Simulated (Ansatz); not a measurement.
`[CH3][Al]([F])[CH2][SiH3]` + H–F → `[CH3][Al]([F])[F]` + `C[SiH3]`  (ligand exchange at the Al–C bond)

Program: Ansatz. Geometries: PBE0-D4/def2-TZVP. ΔE: electronic, gas phase. CCSD(T)/CBS adds triple-zeta CCSD(T) − MP2 to the extrapolated MP2 energy (def2 sets, frozen cores). This one scheme is used for every species. DFT in def2-TZVPP. Each species was taken in one conformer, which may not be the lowest.

```csv
level,ΔE (kJ/mol)
ωB97X-V,-177.8
ωB97M-V,-175.8
B2PLYP,-185.8
HF/def2-TZVPP,-197.8
MP2/def2-TZVPP,-175.3
CCSD(T)/def2-TZVPP,-174.9
SCS-MP2/def2-QZVPP,-181.5
CCSD/CBS(def2),-177.8
```

Problem. What does CCSD(T)/CBS give? (Estimate.)

Solution. Ansatz gave: -174.1 kJ/mol. The listed levels differ from it by -3.7, -1.7, -11.7, -23.7, -1.2, -0.8, -7.4, -3.7 kJ/mol.

Largest T1 diagnostic among the species: 0.012.

In def2-TZVPP, CCSD(T) changes the Hartree–Fock value by +22.9 kJ/mol (the triples alone add +3.7 kJ/mol) and MP2 by +22.5 kJ/mol. The D4 term adds +8.7 kJ/mol with B3LYP and +5.2 kJ/mol with PBE0; it sums over pairs of atoms, weighted by their polarisabilities, and B3LYP, whose exchange is more repulsive, gets the larger term.

B3LYP here is the variant with VWN-RPA as its local correlation; programs differ in this.
